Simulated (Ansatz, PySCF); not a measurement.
This PySCF input computes a B3LYP/def2-TZVPD energy:

```python
from pyscf import gto, scf, dft

mol = gto.M(
    atom='''
    S     0.99284409   -0.46476956    0.00704070
    S    -0.88384757    0.49897825   -0.00585391
    H    -1.74394422   -0.54733919   -0.01898866
    ''',
    basis='def2-tzvpd',
    charge=-1,
    spin=0,
    verbose=4,
)

mf = dft.RKS(mol, xc='b3lyp').density_fit(auxbasis='def2-universal-jkfit')
mf.grids.level = 3
mf.conv_tol = 1e-9
mf.max_cycle = 100
mf.max_memory = 1500
mf.kernel()
if not mf.converged:
    mf = mf.newton()
    mf.kernel(mf.make_rdm1())
mf.analyze()
```

Write an input for the same energy in Ansatz (a program for electronic structure) and say what it gives.


Ansatz 0.2 input:
```yaml
crystal:
  periodic: [false, false, false]
  atoms:
    - {symbol: S, position_ang: [0.99284409, -0.46476956, 0.00704070]}
    - {symbol: S, position_ang: [-0.88384757, 0.49897825, -0.00585391]}
    - {symbol: H, position_ang: [-1.74394422, -0.54733919, -0.01898866]}
basis:
  gaussian:
    orbitals: def2-TZVPD
hamiltonian:
  xc: {name: B3LYP}
total_charge: -1
output: {forces: true}
```
It gives -797.09548 Eh, and PySCF -797.09555 Eh, a difference of 0.07 mEh, from the treatment of integrals and grids.
